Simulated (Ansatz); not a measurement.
`BBB[SeH]` at its PBE0-D4/def2-TZVP geometry, where that method's forces vanish. Total charge 0; spin multiplicity 1.

```xyz
9

B     0.9433   -1.2748   -1.0178
B    -0.3234   -0.7951   -0.1217
B    -0.6357    0.7601    0.3192
Se    0.1067    1.5474    1.8980
H     0.9196   -1.3010   -2.2163
H     1.9668   -1.6186   -0.4924
H    -1.1157   -1.6355    0.2260
H    -1.3405    1.4475   -0.3596
H    -0.5210    2.8700    1.7647
```

Q: What forces (eV/Å) does ωB97M-V/def2-TZVPP give on these atoms in Ansatz? (Best estimate.)

A: Computed: 
```
B1   0.151 -0.056 -0.099
B2  -0.111 -0.110  0.042
B3  -0.097  0.101 -0.088
Se4 -0.053  0.112 -0.006
H5  -0.002  0.002  0.167
H6  -0.142  0.047 -0.070
H7   0.108  0.112 -0.044
H8   0.093 -0.088  0.093
H9   0.053 -0.119  0.005
```
